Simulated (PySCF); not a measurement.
Computed Raman spectrum (relative Raman activity) of a molecule CH₆FNOSi₂. The structure is a stationary point at ωB97X-D3(BJ)/def2-SVP. One conformer was computed; it need not be the lowest. Computed with ωB97X-D3(BJ)/def2-SVP (PySCF). Frequencies are harmonic and unscaled.

Lines under 2 % of the strongest are left out, and lines within 2 cm⁻¹ are merged.

ν (cm⁻¹): 650 (w), 665 (w), 717 (w), 774 (vw), 783 (w), 838 (w), 870 (w), 1018 (vw), 1042 (w), 1203 (vw), 1222 (vw), 1483 (w), 2248 (s), 2271 (vs), 2326 (s), 3030 (s), 3086 (s), 3669 (s) (against the strongest line: vs over 80 %, s over 45 %, m over 15 %, w over 4 %, vw less)

### Question
Which molecule gave these data?
A) C[Si@@]1(F)N[SiH2]O1
B) F[Si@@H]1CN[SiH2]O1
C) O[Si@H](F)/C=N/[SiH3]
D) FC[Si@@H]1N[SiH2]O1

### Answer
B, F[Si@@H]1CN[SiH2]O1
